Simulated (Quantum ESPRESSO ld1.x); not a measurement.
Task: Pb+, 81 electrons, occupied as [Xe] 4f14 5d10 6s1.5 6p1.5 (fractional occupations, a model configuration). Calculated with ld1.x of Quantum ESPRESSO 7.5: Dirac Kohn-Sham, PBE, spin-unpolarised, spherical densities, point nucleus; open shells fill j = l - 1/2 first. Some entries of the table are withheld. Estimate them.

| orbital | occ. | eigenvalue (eV) | r(max) (bohr) |
|---|---|---|---|
| 1s1/2 | 2 | -87989.4 | (1) |
| 2s1/2 | 2 | -15730.1 | 0.057 |
| 2p1/2 | 2 | -15104.1 | 0.043 |
| 2p3/2 | 4 | -12914.2 | 0.050 |
| 3s1/2 | 2 | -3781.48 | 0.162 |
| 3p1/2 | 2 | -3499.49 | 0.150 |
| 3p3/2 | 4 | -3010.86 | 0.166 |
| 3d3/2 | 4 | -2548.38 | 0.129 |
| 3d5/2 | 6 | -2444.43 | 0.133 |
| 4s1/2 | 2 | -862.172 | 0.362 |
| 4p1/2 | 2 | -740.199 | 0.360 |
| 4p3/2 | 4 | -620.595 | 0.393 |
| 4d3/2 | 4 | (2) | 0.383 |
| 4d5/2 | 6 | (3) | 0.393 |
| 5s1/2 | 2 | -151.589 | 0.788 |
| 4f5/2 | 6 | -143.121 | 0.348 |
| 4f7/2 | 8 | -138.090 | 0.351 |
| 5p1/2 | 2 | -110.018 | 0.826 |
| 5p3/2 | 4 | -87.6753 | 0.902 |
| 5d3/2 | 4 | -30.5015 | 1.05 |
| 5d5/2 | 6 | -27.9047 | 1.08 |
| 6s1/2 | 1.5 | -19.2551 | 1.95 |
| 6p1/2 | 1.5 | (4) | 2.32 |
| 6p3/2 | 0 | (5) | 2.59 |

Result: 
(1) 1s1/2 r(max) (bohr): 0.0098
(2) 4d3/2 eigenvalue (eV): -422.211
(3) 4d5/2 eigenvalue (eV): -399.895
(4) 6p1/2 eigenvalue (eV): -11.2666
(5) 6p3/2 eigenvalue (eV): -9.4039
